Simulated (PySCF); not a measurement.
N⁺: excitation energy

N⁺ [He] 2s2 2p2 (3P) → N⁺ [He] 2s1 2p3 (5S), as a difference of total energies. Calculation: PySCF 2.14, in x2c-QZVPPall (7s4p3d2f1g, 57 functions); scalar relativity by spin-free X2C-1e. Correlated levels: valence: 1s2 frozen. The calculations carry no spin-orbit coupling.

| method | excitation energy (eV) | error (eV) |
| --- | --- | --- |
| UHF | 4.017 | -1.773 |
| MP2 (valence) | 5.317 | -0.473 |
| SCS-MP2 (valence) | 5.943 | +0.153 |
| CCSD (valence) | 5.705 | -0.085 |
| CCSD(T) (valence) | 5.748 | -0.042 |

Reference: 5.790 eV (measured; NIST levels, between the centres of gravity of the two terms).

Errors of the correlated levels include the incompleteness of this basis and the frozen core.
